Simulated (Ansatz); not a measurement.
Mulliken charges of CH₅BBrNO (`COB(N)Br`) from PBE/def2-TZVPP in Ansatz (PBE0-D4/def2-TZVP geometry).

```
atom   x (Å)   y (Å)   z (Å)  charge (e)
  C1  -1.195   0.855  -0.871      -0.130
  O2  -0.413   0.519   0.255      -0.250
  B3   0.540  -0.438   0.263       0.184
  N4   1.266  -0.704   1.423      -0.281
 Br5   0.943  -1.489  -1.336      -0.194
  H6  -0.570   1.206  -1.695       0.106
  H7  -1.780  -0.002  -1.215       0.106
  H8  -1.873   1.653  -0.568       0.111
  H9   1.101  -0.195   2.275       0.174
 H10   1.980  -1.405   1.470       0.174
```

Question: By hand: the dipole of these point charges (1 e Å = 4.8032 D).

Answer: Σ q r = (-0.102, 0.198, 0.237) e Å, of length 0.325 e Å = 1.56 D.

Question: How does the dipole of the full density compare? (Best estimate.)

Answer: Ansatz gave: (-0.036, 0.146, 0.275) e Å, 1.51 D; the point charges give 1.03 times that, at 16° from its direction.

Point charges leave out the atoms' own dipoles, such as those of lone pairs, and Mulliken's split depends on the basis, so the close match here is no proof of good charges.
